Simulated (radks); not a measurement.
Valence configurations of Pd2+ (all share [Kr]). All-electron calculation, Dirac Kohn-Sham, LDA (Slater exchange, Perdew-Wang correlation), spin-unpolarised, spherical densities, point nucleus; open shells fill j = l - 1/2 first. Program: a radial shooting solver on a logarithmic mesh with Libxc functionals. Energies are relative to 4d8; eigenvalues in eV.

| valence | E (eV) | e(4d3/2) | e(4d5/2) | e(5p1/2) | e(5p3/2) | e(5s1/2) |
|---|---|---|---|---|---|---|
| 4d8 | 0.000 | -27.855 | -27.324 | - | - | - |
| 4d7.5 5s0.5 | 3.616 | -29.748 | -29.200 | - | - | -21.477 |
| 4d7.5 5p0.5 | 6.708 | -30.314 | -29.763 | -15.678 | - | - |
| 4d7 5s1 | 7.737 | -31.678 | -31.112 | - | - | -22.335 |
| 4d7 5p1 | 14.116 | -32.781 | -32.211 | -16.648 | - | - |
| 4d6.5 5s1 5p0.5 | 15.679 | -34.192 | -33.607 | -16.950 | - | -23.517 |
| 4d6.5 5p1.5 | 22.286 | -35.260 | -34.670 | -17.543 | - | - |
| 4d6 5p2 | 31.252 | -37.750 | -37.140 | -18.392 | - | - |
| 4d5.5 5s1 5p1.5 | 33.957 | -39.250 | -38.624 | -18.691 | - | -25.731 |
| 4d5.5 5p2.5 | 41.344 | -40.335 | -39.706 | -19.255 | -18.648 | - |

NIST lists [Kr] 4d8 as the ground configuration; this level of theory agrees among the configurations tried. The energies are those of spherical spin-averaged densities, not of single terms.
